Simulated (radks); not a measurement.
Values are calculated unless marked as measured or tabulated.
Ionisation of the samarium ion Sm2+, [Xe] 4f6, to Sm3+, [Xe] 4f5, under several functionals. Scalar-relativistic Kohn-Sham, spin-polarised, spherical densities, point nucleus; open shells are filled with parallel spins first (spin-orbit coupling, left out, can overturn this in heavy ions); a radial shooting solver on a logarithmic mesh with Libxc functionals.

functional,E(Sm2+) (hartree),Exc (hartree),IE (eV),-e(HOMO) (eV),<r> HOMO (bohr),IE error (eV)
"LDA (Slater exchange, Perdew-Zunger correlation)",-10419.5662,-227.9791,25.437,17.198,0.9735,+1.887
SOGGA,-10422.6736,-231.0928,25.161,16.935,0.9743,+1.611
PBEsol,-10423.1341,-231.5564,25.259,17.028,0.9738,+1.709
Wu-Cohen GGA,-10425.8836,-234.3188,25.250,17.020,0.9740,+1.700
XLYP,-10428.3256,-236.7530,25.042,16.841,0.9770,+1.492
exchange-only B88,-10424.4455,-232.8419,24.059,15.916,0.9789,+0.509

NIST Atomic Spectra Database: 23.6 eV (semi-empirical). Closest: exchange-only B88. The Delta-SCF values span 1.38 eV, the total energies 8.76 hartree. The highest occupied level is 4f. Open shells are spherical and high-spin; term and fine-structure splittings are not resolved. Spin-orbit splitting is averaged out at the scalar-relativistic level.
